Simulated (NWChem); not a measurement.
System: MoH₂S₂O₂; SMILES [O]=[Mo](=[O])([SH])[SH]

Here is an NWChem input.

```
start job
memory heap 200 mb stack 900 mb global 1100 mb
geometry units angstroms
  Mo     0.277425    -0.172979     0.127370
  O      1.140652    -1.002696    -0.976065
  O      0.506744    -0.024614     1.732569
  S      0.265059     2.019839    -0.628836
  H      0.149931     2.604727     0.568885
  S     -1.869404    -1.019376    -0.107898
  H     -1.666581    -1.658950    -1.265348
end
basis spherical
  * library def2-svp
end
ecp
  Mo library def2-ecp
end
dft
  xc pbe0
  iterations 150
end
driver
  maxiter 120
end
task dft optimize
```

Output (shortened):

```
             Northwest Computational Chemistry Package (NWChem) 7.3.0
             --------------------------------------------------------

 C2  symmetry detected

                             Geometry "geometry" -> ""
                             -------------------------

 Output coordinates in angstroms (scale by  1.889725989 to convert to a.u.)

  No.       Tag          Charge          X              Y              Z
 ---- ---------------- ---------- -------------- -------------- --------------
    1 Mo                  42.0000     0.00000000     0.00000000     0.38325749
    2 O                    8.0000    -0.09101278    -1.47156792     1.07421053
    3 O                    8.0000     0.09101278     1.47156792     1.07421053
    4 S                   16.0000     1.87338293    -0.08043958    -0.98220884
    5 H                    1.0000     2.17165426     1.22257302    -0.92675002
    6 S                   16.0000    -1.87338293     0.08043958    -0.98220884
    7 H                    1.0000    -2.17165426    -1.22257302    -0.92675002

 Effective nuclear repulsion energy (a.u.)     696.2435839553

      Symmetry information
      --------------------

 Group name             C2
 Group number              4
 Group order               2
 No. of unique centers     4

                                Z-matrix (autoz)
                                --------

 Units are Angstrom for bonds and degrees for angles

[...]

      ----------------------
      Optimization converged
      ----------------------

  Step       Energy      Delta E   Gmax     Grms     Xrms     Xmax
  ---- ---------------- -------- -------- -------- -------- --------
@    9   -1015.56428505 -3.4D-07  0.00003  0.00001  0.00047  0.00103
                                     ok       ok       ok       ok

                                Z-matrix (autoz)
                                --------

 Units are Angstrom for bonds and degrees for angles

      Type          Name      I     J     K     L     M      Value     Gradient
      ----------- --------  ----- ----- ----- ----- ----- ---------- ----------
    1 Stretch                  1     2                       1.66963    0.00003
    2 Stretch                  1     3                       1.66963    0.00003
    3 Stretch                  1     4                       2.33436   -0.00000
    4 Stretch                  1     6                       2.33436   -0.00000
    5 Stretch                  4     5                       1.35481   -0.00001
    6 Stretch                  6     7                       1.35481   -0.00001
    7 Bend                     1     4     5                93.49737   -0.00000
    8 Bend                     1     6     7                93.49737   -0.00000
    9 Bend                     2     1     3               111.87977    0.00000
   10 Bend                     2     1     4               106.20815   -0.00001
   11 Bend                     2     1     6               110.09545    0.00001
   12 Bend                     3     1     4               110.09545    0.00001
   13 Bend                     3     1     6               106.20815   -0.00001
   14 Bend                     4     1     6               112.45017   -0.00000
   15 Torsion                  2     1     4     5        -158.58425   -0.00000
   16 Torsion                  2     1     6     7         -37.27945    0.00000
   17 Torsion                  3     1     4     5         -37.27945    0.00000
   18 Torsion                  3     1     6     7        -158.58425   -0.00000
   19 Torsion                  4     1     6     7          80.93455   -0.00000
   20 Torsion                  5     4     1     6          80.93455   -0.00000

                         Geometry "geometry" -> "geometry"
                         ---------------------------------

 Output coordinates in angstroms (scale by  1.889725989 to convert to a.u.)

  No.       Tag          Charge          X              Y              Z
 ---- ---------------- ---------- -------------- -------------- --------------
    1 Mo                  42.0000     0.00000000     0.00000000     0.35438004
    2 O                    8.0000    -0.05239404    -1.38221588     1.28947900
    3 O                    8.0000     0.05239404     1.38221588     1.28947900
    4 S                   16.0000     1.93343024    -0.16416575    -0.94336613
    5 H                    1.0000     1.99683557     1.17065434    -1.16642248
    6 S                   16.0000    -1.93343024     0.16416575    -0.94336613
    7 H                    1.0000    -1.99683557    -1.17065434    -1.16642248

 Effective nuclear repulsion energy (a.u.)     685.3885602082

      Symmetry information
      --------------------

 Group name             C2
 Group number              4
 Group order               2
 No. of unique centers     4

                Final and change from initial internal coordinates
                --------------------------------------------------

[...]
```

Level: PBE0/def2-SVP with def2 effective core potentials on Mo. Not confirmed as a minimum by frequencies. def2 effective core potentials on Mo; no spin-orbit coupling.
